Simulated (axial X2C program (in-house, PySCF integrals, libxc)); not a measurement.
## Bond lengths and stretching modes, held linear, of TaCN⁺

Calculated with an axial X2C code built on PySCF integrals: two-component X2C with atomic mean-field Coulomb and Gaunt terms, Gaussian nuclei, basis Ta dyall-v3z, C dyall-v3z, N dyall-av3z with contracted cores. Spin-free rows use the one-electron spin-free X2C Hamiltonian.

Masses Ta 180.948, C 12.000, N 14.003 u. States: 2c Ω = 3/2 (beyond evenly filled blocks: ω = 3/2); spin-free M_S = 3/2, Λ = 0 (beyond evenly filled blocks: σα, δ+α, δ-α).

PBE0, 2c: energies above the lowest point

```csv
r(Ta–C) (Å),r(C–N) (Å),E (meV)
1.9617,1.1368,82.26
1.9617,1.1660,28.92
1.9617,1.1951,69.02
2.0120,1.1368,47.49
2.0120,1.1660,0.00
2.0120,1.1951,46.32
2.0120,1.2243,169.90
2.0623,1.1368,64.06
2.0623,1.1660,21.34
2.0623,1.1951,72.69
2.1126,1.1660,83.89
2.1126,1.2243,272.55
```

Task: Fit a quadratic surface with cubic terms in each bond: where is the minimum, and what are the two stretching wavenumbers?

Result: At PBE0, 2c: bonds 2.014 and 1.165 Å; harmonic stretches 478.0 and 2176.1 cm⁻¹; force constants 3.14, 17.7 and coupling 0.55 mdyn/Å.

The other levels and Hamiltonians give:

| Hamiltonian | level | r(Ta–C) (Å) | r(C–N) (Å) | lower stretch (cm⁻¹) | upper stretch (cm⁻¹) |
| --- | --- | --- | --- | --- | --- |
| 2c | HF | 2.092 | 1.140 | 445.9 | 1898.7 |
| 2c | LDA | 1.974 | 1.177 | 491.6 | 2084.7 |
| spin-free | PBE0 | 2.043 | 1.162 | 490.2 | 2242.7 |
| spin-free | HF | 2.098 | 1.140 | 461.2 | 1796.5 |
| spin-free | LDA | 2.013 | 1.171 | 499.5 | 2169.7 |

Each state is one determinant, the lowest of a limited PBE0 search; the stretches come from a fit to these few points and carry an uncertainty of a few per cent. Other orders of the atoms were not compared. Left out for rough or failed fits: MP2 2c, MP2 spin-free. The levels spread by more than a fifth, so the stretches depend strongly on the method. The molecule was held linear; bending was not examined, so a bent shape may lie lower. Note: several unpaired electrons, one determinant need not be a pure state.
